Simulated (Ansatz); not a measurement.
CH₆BNOSi. Total charge 0; spin multiplicity 1. The bonds changed during the relaxation, so this is another structure than the one it started from. Geometry: relaxed with PBE0-D4/def2-TZVP. It is one conformer, not always the lowest.

```xyz
11

N    -0.630   -1.177    0.614
C    -0.272    0.105    0.828
O    -0.868    0.684    1.872
B     0.746    0.891    0.023
Si    0.950    0.388   -1.751
H    -1.558   -1.492    0.858
H    -0.201   -1.636   -0.173
H    -1.358    0.043    2.402
H     1.250    1.859    0.504
H     1.776    1.050   -2.792
H     0.165   -0.715   -2.385
```

What is the dipole moment at r2SCAN/def2-TZVPP? (An estimate is asked.)

The calculation gave: 5.21 D, with components (-3.30, -3.62, 1.75) D in this frame, pointing from negative to positive charge.

And with PBE, B3LYP, ωB97M-V? (An estimate is asked.)

Computed: PBE 5.10 D, B3LYP 5.11 D, ωB97M-V 5.31 D.

Give the Mulliken charges with r2SCAN, B3LYP, PBE in def2-TZVPP. (Estimate.)

Ansatz gave: 
| atom | r2SCAN | B3LYP | PBE |
| --- | --- | --- | --- |
| N1 | -0.28 | -0.24 | -0.24 |
| C2 | 0.36 | 0.34 | 0.28 |
| O3 | -0.25 | -0.23 | -0.19 |
| B4 | -0.23 | -0.19 | -0.18 |
| Si5 | 0.01 | -0.05 | -0.08 |
| H6 | 0.15 | 0.14 | 0.15 |
| H7 | 0.20 | 0.18 | 0.19 |
| H8 | 0.19 | 0.17 | 0.17 |
| H9 | 0.01 | 0.03 | 0.02 |
| H10 | -0.07 | -0.06 | -0.05 |
| H11 | -0.10 | -0.09 | -0.08 |

B3LYP here is the variant with VWN-RPA as its local correlation; programs differ in this.
